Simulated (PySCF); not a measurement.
A calculated (B2PLYP, PySCF 2.14, aug-cc-pV(T+d)Z, the non-relativistic Hamiltonian (point nucleus)) atom or ion has these occupied shells.

| shell | electrons | orbital energy (eV) | rms radius, mean of both spins (bohr) |
| --- | --- | --- | --- |
| 1s | 2 | -1589.0 | 0.140 |
| 2s | 2 | -155.75 | 0.680 |
| 2p | 6 | -113.82 | 0.670 |

(1) Name the element and its charge.

Answers

(1) Al(3+) (aluminium, charge +3), in [Ne], closed-shell 1S.
